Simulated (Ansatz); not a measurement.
`N[Si](F)(F)[SiH3]` + H₂ → `N[SiH](F)F` + SiH₄ at 298.15 K and 1 bar (hydrogenolysis of the Si–Si bond).

Calculated with Ansatz (gas phase, PBE0-D4/def2-TZVP geometries, no zero-point term in ΔE). CCSD(T)/CBS is the MP2 limit (def2-TZVPP, def2-QZVPP) plus CCSD(T) − MP2 in def2-TZVPP, frozen cores. This one scheme is used for every species. One conformer a species, not always the lowest.

```json
{"species": "`N[Si](F)(F)[SiH3]`", "CCSD(T)/CBS energy (Eh)": "-835.62453", "H − E (kJ/mol)": "174.4", "S (J/(mol·K))": "367.9"}
{"species": "H₂", "CCSD(T)/CBS energy (Eh)": "-1.17544", "H − E (kJ/mol)": "35.1", "S (J/(mol·K))": "130.4"}
{"species": "`N[SiH](F)F`", "CCSD(T)/CBS energy (Eh)": "-545.34917", "H − E (kJ/mol)": "123.9", "S (J/(mol·K))": "306.8"}
{"species": "SiH₄", "CCSD(T)/CBS energy (Eh)": "-291.46306", "H − E (kJ/mol)": "92.1", "S (J/(mol·K))": "204.8"}
```

H − E and S are ideal-gas, rigid-rotor, harmonic terms from PBE0-D4/def2-TZVP, for one conformer and one mirror image of each species. The MP2-based limit puts H₂ 0.8 mEh under its directly extrapolated value; such offsets cancel only in part. 1 Eh = 2625.50 kJ/mol, R = 8.31446 J/(mol·K).

Task: By hand: ΔE, ΔH, ΔS and ΔG.

Result: ΔE = (-545.34917) + (-291.46306) − (-835.62453) − (-1.17544) = -0.01226 Eh = -32.2 kJ/mol. Δ(H − E) = 123.9 + 92.1 − 174.4 − 35.1 = 6.5, so ΔH = -25.7 kJ/mol. ΔS = 306.8 + 204.8 − 367.9 − 130.4 = 13.3 J/(mol·K). ΔG = -25.7 − 298.15 × (13.3)/1000 = -29.7 kJ/mol.

Task: By hand: the equilibrium constant, and the temperature at which ΔG would vanish if ΔH and ΔS stayed fixed.

Result: log₁₀ K = −ΔG/(RT ln 10) = 5.2. ΔH and −TΔS have one sign here, so there is no such temperature.

The number of gas molecules stays the same, so ΔS is small and ΔH decides. A doubt of 5 kJ/mol in ΔE shifts log₁₀ K by 0.9 here. Other conformers and mirror images would add mixing entropy, several J/(mol·K) or more a flexible species. These are equilibria of isolated gas molecules and say nothing of rates. Largest T1 diagnostic: 0.012 (customary marks: 0.02 for closed shells, 0.045 for open ones).
